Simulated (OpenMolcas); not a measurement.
**As IV: effect of the basis set**

* Program: OpenMolcas
* Method: SS-CASPT2, IPEA 0.25 Eh, imaginary shift 0.1 Eh (closed shells correlated: 3d)
* Active space: 2 electrons in 8 orbitals (4s 4p 5s 5p)
* State averaging: 2S+1 = 3 even, 3 roots; 2S+1 = 1 even, 7 roots; 2S+1 = 3 odd, 3 roots; 2S+1 = 1 odd, 3 roots
* Spin-orbit coupling: state interaction with AMFI integrals over the reference wave functions, term energies averaged over their components

A. ANO-RCC-VTZP [6s5p3d1f], DKH2, point nucleus; CASPT2 step of the order of 4 core-seconds
B. ANO-RCC-VQZP [7s6p4d2f1g], DKH2, point nucleus; CASPT2 step of the order of 3 core-seconds
C. ANO-R2 [6s5p4d3f1g], X2C, finite nucleus; CASPT2 step of the order of 5 core-seconds
D. ANO-RCC [9s8p6d4f2g], DKH2, point nucleus; CASPT2 step about 24 core-seconds

Energies in cm-1 above 4s2 1S0, the measured ground level; measured values from Moore, Atomic Energy Levels, vol. II, NSRDS-NBS 35 (1971 reprint of NBS Circular 467, 1952).

```csv
Level,A,B,C,D,Measured
4s2 1S0,0.0,0.0,0.0,0.0,0.0
4s 4p 3P* 0,73210,73600,74280,74130,
4s 4p 3P* 1,74230,74610,75280,75150,76962
4s 4p 3P* 2,76430,76750,77450,77340,79492
4s 4p 1P* 1,113880,112880,110920,111910,112022
```

Deviations, from unrounded energies. A percentage is the sum of absolute deviations over the sum of measured energies, with the sign that they share, or ± where signs differ.

```
           Against measurement  Levels     A     B     C     D
mean absolute deviation (cm-1)       3  2500  2000  1600  1400
      other configurations (%)       3  ±2.8  ±2.2  -1.8  -1.5
```

D lies closest to measurement on these levels and A furthest from it. The largest miss of D in the table is 4s 4p 3P* 2, by -2200 cm-1. The ranking rests on the paired levels alone, and a cruder setting can come out closer through cancelling errors.

Among A to D the level of the table that moves most is 4s 4p 1P* 1, by 3000 cm-1 (lowest in C, highest in A). Moves below CASPT2's spread within the term are not significant.

Over all roots computed the reference weight is 0.92 to 0.99 in A, 0.91 to 0.99 in B, 0.90 to 0.97 in C, 0.90 to 0.98 in D; the roots of lowest weight are the least certain, and an intruder state may touch them. Active for correlation alone: 5p 5s; no level in the range computed is led by a configuration that fills them, so any true level of that kind is missing. Computed and measured levels are paired by configuration, term and J; levels that our copy of the source lacks, or whose pairing is in doubt (as where it misses far off the trend of its configuration), stay unpaired and out of the deviations. Levels of configurations outside the active space are missing. The table leaves out levels that lie high or whose names do not pair safely across all columns.

* marks odd parity.
